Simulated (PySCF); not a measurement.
Task: What does the PBE0-D3(BJ)/def2-SVP structure of `[SiH3][SiH2][O][GeH3]` look like in three dimensions?

Result: 
Z-matrix in Å and degrees, rows numbered from 1:
```
Si
Si  1  2.3531
O   2  1.6615  1  110.93
Ge  3  1.7801  2  135.34  1   -51.34
H   1  1.4969  2  110.38  3  -176.01
H   1  1.4965  2  110.63  3   -55.56
H   1  1.4978  2  110.61  3    64.19
H   2  1.4933  1  109.93  3   119.46
H   2  1.5002  1  108.74  3  -122.35
H   4  1.5409  3  108.28  2    53.23
H   4  1.5397  3  108.56  2   -66.99
H   4  1.5335  3  105.78  2   172.97
```

Ge4 (germanium bonded to O and 3 H) is distorted tetrahedral (angles from 105.8° to 111.7°). Si1 (SiH3 silicon) is tetrahedral (angles from 108.1° to 110.6°). Si2 (oxygen-bound silicon) is tetrahedral (angles from 108.1° to 111.0°).

Theory: PBE0-D3(BJ)/def2-SVP geometry optimisation, gas phase in PySCF 2.14.0.

Point group: C1 (no symmetry element, even within 0.4 Å). Whether it is a minimum is left open (no frequencies). One conformer, not necessarily the lowest (Si1–Si2–O3–Ge4 -51°).

The run took 82 s on one thread of an x86-64 server, no GPU, on a shared host. This is the geometry optimisation.
